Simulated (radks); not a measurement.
Br3+, 32 electrons, occupied as [Ar] 3d10 4s2 5p2 (not the ground configuration). All-electron calculation, scalar-relativistic Kohn-Sham, B86b exchange with PBE correlation, spin-polarised, spherical densities, point nucleus; open shells are filled with parallel spins first. Program: a radial shooting solver on a logarithmic mesh with Libxc functionals.

X-ray form factor f0, the Fourier transform of the density (f0(0) = 32):

| sin(theta)/lambda (1/angstrom) | f0 (electrons) |
|---|---|
| 0.05 | 31.294 |
| 0.1 | 29.717 |
| 0.15 | 28.137 |
| 0.2 | 26.805 |
| 0.25 | 25.517 |
| 0.3 | 24.116 |
| 0.4 | 21.132 |
| 0.5 | 18.352 |
| 0.6 | 15.906 |
| 0.8 | 11.963 |
| 1 | 9.266 |
| 1.25 | 7.295 |
| 1.5 | 6.219 |
| 2 | 4.916 |
